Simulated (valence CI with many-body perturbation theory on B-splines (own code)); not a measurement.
## Nd18+: calculated level list

Method: relativistic CI+MBPT: six valence electrons over a frozen Dirac-Fock core [Kr], a basis of 7 s, 7 p, 8 d, 6 f, 4 g, 1 h functions for each j, with the one-electron correlation potential Σ1 (screened to all orders), the two-electron term Σ2, the three-electron term Σ3, Breit, model QED; selected single and double excitations, second order for the rest, scaled by the run's own slope (own B-spline code, finite nucleus).

No measured levels were compared; by estimate terms of the open shell hold to 2 to 4 % of their energy, and close levels can change places. Core correlation moves these levels by up to 10000 cm⁻¹, and in measured spectra 5 to 20 % of such shifts remained as error; rates that hang on mixing are uncertain with them. Among the levels kept, up to 1100 cm⁻¹ of a level comes from second order outside the variational space, and about a tenth of that is noise between levels of different J, which matters for small intervals. Only levels of the ground parity were solved; by the run's estimate the other parity begins above the list, which can be wrong where configurations are misplaced.

Levels 1 to 34 of 34, with energies above the lowest level, 4d6 5D_4. "Leading %" is the weight of the configuration and term that name the level; weights of strongly mixed levels are sums over their largest components and can fall short. Lifetimes count E1, E2, E3, M1 and M2 decay at the calculated energies, and are blank where another channel may lead or the interval is too uncertain; long ones can be off by a factor of two.

| No. | Configuration | Term | J | E (eV) | Leading % | Second component | g | Lifetime |
| --- | --- | --- | --- | --- | --- | --- | --- | --- |
| 1 | 4d6 | 5D | 4 | 0.000 | 68 | 24 % 4d6 3F | 1.401 |  |
| 2 | 4d6 | 5D | 2 | 1.798 | 40 | 37 % 4d6 3P | 1.399 | 938 s |
| 3 | 4d6 | 5D | 3 | 3.076 | 85 | 9 % 4d6 3F | 1.450 | 2.18 ms |
| 4 | 4d6 | 5D | 0 | 3.866 | 60 | 27 % 4d6 3P |  | 153 s |
| 5 | 4d6 | 5D | 1 | 4.122 | 73 | 20 % 4d6 3P | 1.435 | 2.95 ms |
| 6 | 4d6 | 3H | 4 | 5.035 | 25 | 22 % 4d6 1G | 1.085 | 1.15 ms |
| 7 | 4d6 | 3G | 5 | 6.532 | 53 | 46 % 4d6 3H | 1.121 | 6.75 ms |
| 8 | 4d6 | 3H | 6 | 6.629 | 78 | 21 % 4d6 1I | 1.129 |  |
| 9 | 4d6 | 3F | 2 | 7.576 | 35 | 33 % 4d6 5D | 1.062 | 814 μs |
| 10 | 4d6 | 3F | 3 | 7.878 | 40 | 34 % 4d6 3G | 1.009 | 1.15 ms |
| 11 | 4d6 | 3P | 2 | 8.316 | 37 | 33 % 4d6 3F | 1.195 | 579 μs |
| 12 | 4d6 | 3H | 4 | 10.036 | 45 | 25 % 4d6 3G | 0.978 | 1.01 ms |
| 13 | 4d6 | 3D | 1 | 10.113 | 64 | 26 % 4d6 3P | 0.848 | 1.14 ms |
| 14 | 4d6 | 1S | 0 | 10.223 | 56 | 31 % 4d6 5D |  | 330 μs |
| 15 | 4d6 | 3D | 2 | 10.545 | 56 | 27 % 4d6 3P | 1.190 | 1.54 ms |
| 16 | 4d6 | 3F | 4 | 10.652 | 37 | 32 % 4d6 3G | 1.119 | 717 μs |
| 17 | 4d6 | 3P | 0 | 11.160 | 94 | 4 % 4d6 1S |  | 3.37 ms |
| 18 | 4d6 | 3H | 5 | 11.215 | 53 | 46 % 4d6 3G | 1.109 | 1.08 ms |
| 19 | 4d6 | 3D | 3 | 11.291 | 59 | 30 % 4d6 3F | 1.257 | 633 μs |
| 20 | 4d6 | 1F | 3 | 12.131 | 42 | 36 % 4d6 3F | 0.996 | 1.07 ms |
| 21 | 4d6 | 1I | 6 | 12.403 | 77 | 21 % 4d6 3H | 1.034 | 1.28 ms |
| 22 | 4d6 | 3G | 3 | 12.427 | 36 | 32 % 4d6 3F | 0.962 | 926 μs |
| 23 | 4d6 | 3P | 1 | 13.768 | 70 | 27 % 4d6 3D | 1.224 | 669 μs |
| 24 | 4d6 | 1G | 4 | 14.415 | 64 | 24 % 4d6 3F | 1.045 | 767 μs |
| 25 | 4d6 | 1D | 2 | 14.453 | 48 | 26 % 4d6 3P | 1.053 | 588 μs |
| 26 | 4d6 | 3P | 1 | 15.899 | 82 | 16 % 4d6 5D | 1.488 | 167 μs |
| 27 | 4d6 | 3F | 2 | 17.007 | 83 | 7 % 4d6 3D | 0.762 | 389 μs |
| 28 | 4d6 | 3F | 4 | 17.110 | 73 | 10 % 4d6 3G | 1.184 | 373 μs |
| 29 | 4d6 | 1G | 4 | 19.636 | 73 | 14 % 4d6 3F | 1.026 | 266 μs |
| 30 | 4d6 | 3P | 2 | 19.945 | 62 | 18 % 4d6 1D | 1.324 | 278 μs |
| 31 | 4d6 | 3F | 3 | 20.157 | 51 | 27 % 4d6 1F | 1.067 | 308 μs |
| 32 | 4d6 | 3P | 0 | 20.824 | 55 | 37 % 4d6 1S |  | 170 μs |
| 33 | 4d6 | 1D | 2 | 22.658 | 92 |  | 1.001 | 407 μs |
| 34 | 4d6 | 1S | 0 | 29.063 | 88 | 10 % 4d6 3P |  | 131 μs |

Names give the largest LS component (configuration and term), which can be under half, so a name can repeat, a term be missing and a line seem to break the LS rules; names also repeat where a configuration has a term twice.

Where two levels of one J and parity lie close, their mixing, g and order are uncertain.

The ionisation energy to 4d5 6S_5/2 of the next ion comes out as 524.25 eV (NIST: 522 ± 3 eV (theoretical)). All 34 levels together are meant to be complete up to 30.260 eV.
